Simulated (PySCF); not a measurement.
AlFBr2, SMILES [F][Al]([Br])[Br]. The structure is a stationary point at PBE-D3(BJ)/def2-SVP. The structure was generated by enumeration; whether it is a known compound was not checked.

Computed equilibrium geometry at PBE-D3(BJ)/def2-SVP (PySCF confirms it by a frequency run) as bond lengths and angles, and its point group:
point group C2v.
Atoms: Al1 F2 Br3 Br4. Bonded distances (Å): Al1–F2 1.668, Al1–Br3 2.239, Al1–Br4 2.239. Angles (°): F2–Al1–Br3 118.9, F2–Al1–Br4 118.9, Br3–Al1–Br4 122.2.
Charge 0, spin multiplicity 1.
